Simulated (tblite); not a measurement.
C5H9OS (doublet state).
Structure used (GFN2-xTB), in Å, numbered top down from 1:
```
atom  x, y, z in Å
C1    -0.440    1.574    1.065
C2     0.463    0.849    0.283
S3    -0.304    0.449   -1.578
C4    -1.948   -0.140   -1.143
C5     0.636   -0.623    0.556
C6     1.974   -1.178    0.148
O7    -0.238   -1.286    1.063
H8    -0.401    2.645    1.117
H9    -1.246    1.064    1.561
H10    1.362    1.365   -0.038
H11   -2.586    0.701   -0.884
H12   -2.332   -0.649   -2.021
H13   -1.864   -0.842   -0.315
H14    1.962   -2.262    0.222
H15    2.734   -0.782    0.821
H16    2.222   -0.876   -0.866
```

Level: GFN2-xTB in tblite, geometry and Hessian alike; calculated harmonic values, unscaled, isolated species. Against measured fundamentals such values can be off by several per cent, at times by over 20. One conformer, not necessarily the lowest. Open shells enter through the occupations alone, without spin polarisation, and single modes of such species can be off by tens of per cent.

Harmonic wavenumbers (cm⁻¹): 87.9, 94.1, 125.4, 145.9, 176.0, 192.3, 227.9, 262.6, 278.1, 378.7, 414.6, 554.9, 595.5, 725.9, 744.9, 799.0, 934.8, 966.6, 972.5, 993.1, 1029.8, 1035.4, 1144.3, 1227.9, 1317.6, 1324.3, 1366.8, 1415.9, 1436.8, 1440.3, 1449.5, 1455.9, 1731.9, 2991.3, 3013.6, 3021.8, 3028.0, 3045.1, 3048.8, 3057.2, 3121.4, 3164.8.

A = 2750, B = 1765, C = 1631 MHz; mass 117.037 u (most abundant isotopes); point group C1, symmetry number 1; spin multiplicity 2.

**Question.** Zero-point energy?

**Answer.** Half the sum of the wavenumbers: 27270 cm⁻¹ = 326.22 kJ/mol.

**Question.** Give the ideal-gas entropy at 298.15 K and 1 bar in the rigid-rotor, harmonic-oscillator model (classical rotation).

**Answer.** Translation 168.25, rotation 117.56, vibration 113.82, spin (R ln 2) 5.76: S = 405.4 J/(mol K).

**Question.** And Cp and H(298.15 K) − H(0)?

**Answer.** Cp = 149.14 J/(mol K), of which vibrations give 115.88 (their classical limit is 42 R = 349.2); H(298.15 K) − H(0) = 28.38 kJ/mol without the zero-point energy, 18.47 from vibrations.

**Question.** What must be added to the electronic energy to get the Gibbs energy at 298.15 K and 1 bar?

**Answer.** ZPE + [H(298.15 K) − H(0)] − T·S = 326.22 + 28.38 − 120.87 = 233.73 kJ/mol.

**Question.** Which modes carry the vibrational entropy at 298.15 K?

**Answer.** 87.9 cm⁻¹: 15.51; 94.1 cm⁻¹: 14.95; 125.4 cm⁻¹: 12.62; 145.9 cm⁻¹: 11.40; 176.0 cm⁻¹: 9.92; 192.3 cm⁻¹: 9.23 J/(mol K); the other 36 give 40.20 together.

Hindered rotation and anharmonicity are outside this model. Other conformers, if any are populated, would add a mixing term that is left out. The structure is chiral; the term R ln 2 for an equal mix with its mirror image is left out.
